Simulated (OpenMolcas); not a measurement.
**3s² 3p⁴ along the 16-electron sequence**

```
Program             : OpenMolcas
Method              : XMS-CASPT2, IPEA 0.25 Eh, imaginary shift 0.1 Eh
Basis               : ANO-RCC-VTZP
Scalar Hamiltonian  : DKH2, point nucleus
Spin-orbit coupling : RASSI with atomic mean-field integrals over the reference wave functions, term energies averaged over their components
```

Active space for each ion: 4 electrons in 3 orbitals (3p); closed shells correlated by CASPT2: 2s 2p 3s.

Computed levels in cm-1 above ³P₂:

| Level | S | Cl+ | Ar2+ |
| --- | --- | --- | --- |
| ³P₁ | 368 | 650 | 1033 |
| ³P₀ | 538 | 939 | 1474 |
| ¹D₂ | 9710 | 12230 | 14560 |
| ¹S₀ | 23650 | 29350 | 35460 |
| weight of ³P in the lowest level (%) | 100 | 100 | 100 |

Measured, with the error of the calculation in %. Measured levels: S, Cl+ from NIST Handbook of Basic Atomic Spectroscopic Data; Ar2+ from Saloman, J. Phys. Chem. Ref. Data 39, 033101 (2010).

| Level | S | Cl+ | Ar2+ |
| --- | --- | --- | --- |
| ³P₁ | 396 (-7.0) | 696 (-6.6) | 1112 (-7.1) |
| ³P₀ | 574 (-6.2) | 996 (-5.8) | 1570 (-6.2) |
| ¹D₂ | 9239 (+5.1) | 11654 (+4.9) | 14010 (+4.0) |
| ¹S₀ | 22180 (+6.6) | 27878 (+5.3) | 33266 (+6.6) |

The fine-structure level ³P₀ changes by a factor of 2.74 from S to Ar2+. Its fourth root runs 4.82, 5.54, 6.20, with steps per unit of Z of 0.72, 0.66; equal steps would mean a (Z - σ)^4 law with constant σ.

¹D₂ changes by a factor of 1.5 over the same range, with steps per unit of Z of +2520, +2330 cm-1.

CASPT2 breaks the degeneracy within a term, and the mean is taken; among the terms shown or strongly mixed into the levels shown the widest spread is 1500 cm-1 (3s² 3p⁴ ¹D, Cl+). With the s shell closed, the reference lacks s² → p² mixing. Measured partners are found by configuration, term and J. A level has none where our copy of the source lacks it or the pairing is in doubt (some pairs that miss far off the trend of their configuration count as doubtful), and it then counts in no deviation. Only configurations of the active space appear.
